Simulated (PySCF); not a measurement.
C3H6AuN, charge -1, doublet, at a GFN2-xTB geometry (such geometries of metal compounds can be far from the true shape) (the multiplicity is a formal guess) (core potentials on Au) (in this run its highest filled SCF level lies above zero, so its values depend strongly on the basis, on diffuse functions most of all); DF-B3LYP/def2-TZVP (PySCF).

PySCF was given this input:
```python
from pyscf import gto, scf, dft

mol = gto.M(
    atom='''
Au    0.341711    0.055074   -0.337038
C     1.699818    0.540479   -1.832344
H     2.595893   -0.094871   -1.835503
H     2.081230    1.568080   -1.768324
H     1.287392    0.453572   -2.846332
C    -2.616804   -0.721516    2.757288
N    -1.919171    0.008145    1.706044
C    -0.928383   -0.425489    1.077054
H    -2.587001   -0.132111    3.681651
H    -2.197772   -1.721150    2.969291
H    -3.668537   -0.842201    2.470959
''',
    basis='def2-tzvp',
    ecp={'Au': 'def2-tzvp'},
    charge=-1,
    spin=1,
    verbose=4,
)

mf = dft.UKS(mol)
mf.xc = 'b3lyp'
mf = mf.density_fit(auxbasis='def2-universal-jkfit')
mf.kernel()
```

Q: Predict the main parts of the log of this PySCF run.

A: 
```
PySCF version 2.14.0

[INPUT] verbose = 4
[INPUT] num. atoms = 11
[INPUT] num. electrons = 51
[INPUT] charge = -1
[INPUT] spin (= nelec alpha-beta = 2S) = 1
[INPUT] symmetry False subgroup None
[INPUT] Mole.unit = angstrom
[INPUT] Symbol           X                Y                Z      unit          X                Y                Z       unit  Magmom
[INPUT]  1 Au     0.341711000000   0.055074000000  -0.337038000000 AA    0.645740203751   0.104074776584  -0.636909513571 Bohr   0.0
[INPUT]  2 C      1.699818000000   0.540479000000  -1.832344000000 AA    3.212190481606   1.021357286079  -3.462628325990 Bohr   0.0
[INPUT]  3 H      2.595893000000  -0.094871000000  -1.835503000000 AA    4.905526818676  -0.179280207164  -3.468597970818 Bohr   0.0
[INPUT]  4 H      2.081230000000   1.568080000000  -1.768324000000 AA    3.932954702229   2.963241741408  -3.341648059495 Bohr   0.0
[INPUT]  5 H      1.287392000000   0.453572000000  -2.846332000000 AA    2.432818294956   0.857126857771  -5.378787939586 Bohr   0.0
[INPUT]  6 C     -2.616804000000  -0.721516000000   2.757288000000 AA   -4.945042881666  -1.363467634492   5.210519166550 Bohr   0.0
[INPUT]  7 N     -1.919171000000   0.008145000000   1.706044000000 AA   -3.626707576208   0.015391819285   3.223955916457 Bohr   0.0
[INPUT]  8 C     -0.928383000000  -0.425489000000   1.077054000000 AA   -1.754389608702  -0.804057679015   2.035337081367 Bohr   0.0
[INPUT]  9 H     -2.587001000000  -0.132111000000   3.681651000000 AA   -4.888723373976  -0.249653608042   6.957312076231 Bohr   0.0
[INPUT] 10 H     -2.197772000000  -1.721150000000   2.969291000000 AA   -4.153187164238  -3.252502119295   5.611146774136 Bohr   0.0
[INPUT] 11 H     -3.668537000000  -0.842201000000   2.470959000000 AA   -6.932530207834  -1.591529231835   4.669435775029 Bohr   0.0

nuclear repulsion = 202.268458181078
number of shells = 82
number of NR pGTOs = 298
number of NR cGTOs = 200
basis = def2-tzvp
ecp = {'Au': 'def2-tzvp'}

******** <class 'pyscf.df.df_jk.DFUKS'> ********
method = DFUKS
initial guess = minao
damping factor = 0
level_shift factor = 0
DIIS = <class 'pyscf.scf.diis.CDIIS'>
diis_start_cycle = 1
diis_space = 8
diis_damp = 0
SCF conv_tol = 1e-09
SCF conv_tol_grad = None
SCF max_cycles = 50
direct_scf = False
number electrons alpha = 26  beta = 25
XC library pyscf.dft.libxc version 7.1.2
    S. Lehtola, C. Steigemann, M. J. T. Oliveira, and M. A. L. Marques,  SoftwareX 7, 1–5 (2018)
XC functionals = b3lyp
    P. J. Stephens, F. J. Devlin, C. F. Chabalowski, and M. J. Frisch,  J. Phys. Chem. 98, 11623 (1994)
radial grids:
    Treutler-Ahlrichs [JCP 102, 346 (1995); DOI:10.1063/1.469408] (M4) radial grids

becke partition: Becke, JCP 88, 2547 (1988); DOI:10.1063/1.454033
pruning grids: <function nwchem_prune>
grids dens level: 3
symmetrized grids: False
atomic radii adjust function: <function treutler_atomic_radii_adjust>
small_rho_cutoff = 0
Set gradient conv threshold to 3.16228e-05
tot grids = 139416
******** <class 'pyscf.df.df.DF'> ********
auxbasis = def2-universal-jkfit
init E= -293.246167341342

cycle= 1 E= -306.960244226758  delta_E= -13.7  |g|= 1.82  |ddm|= 7.32
cycle= 2 E= -269.102460008657  delta_E= 37.9  |g|= 5.47  |ddm|= 73.5
cycle= 3 E= -307.658034318971  delta_E= -38.6  |g|= 1.01  |ddm|= 73.4
cycle= 4 E= -308.271707501148  delta_E= -0.614  |g|= 0.696  |ddm|= 2.87
cycle= 5 E= -308.463509663383  delta_E= -0.192  |g|= 0.35  |ddm|= 5.57
cycle= 6 E= -308.525053401217  delta_E= -0.0615  |g|= 0.141  |ddm|= 4.43
cycle= 7 E= -308.533834742368  delta_E= -0.00878  |g|= 0.0316  |ddm|= 0.173
cycle= 8 E= -308.534461868165  delta_E= -0.000627  |g|= 0.00725  |ddm|= 0.174
cycle= 9 E= -308.534501063439  delta_E= -3.92e-05  |g|= 0.00585  |ddm|= 0.0608
cycle= 10 E= -308.534521379159  delta_E= -2.03e-05  |g|= 0.00334  |ddm|= 0.029
cycle= 11 E= -308.534527219476  delta_E= -5.84e-06  |g|= 0.00119  |ddm|= 0.00894
cycle= 12 E= -308.534528659409  delta_E= -1.44e-06  |g|= 0.000422  |ddm|= 0.00298
cycle= 13 E= -308.53452895073  delta_E= -2.91e-07  |g|= 0.000233  |ddm|= 0.0012
cycle= 14 E= -308.534529034975  delta_E= -8.42e-08  |g|= 9.44e-05  |ddm|= 0.00131
cycle= 15 E= -308.534529050246  delta_E= -1.53e-08  |g|= 8.39e-05  |ddm|= 0.000287
cycle= 16 E= -308.534529054437  delta_E= -4.19e-09  |g|= 2.06e-05  |ddm|= 9.59e-05
cycle= 17 E= -308.534529054923  delta_E= -4.86e-10  |g|= 1.46e-05  |ddm|= 6.34e-05
Extra cycle  E= -308.534529054731  delta_E= 1.93e-10  |g|= 2.7e-05  |ddm|= 5.39e-05
converged SCF energy = -308.534529054731  <S^2> = 0.75427715  2S+1 = 2.0042726
```
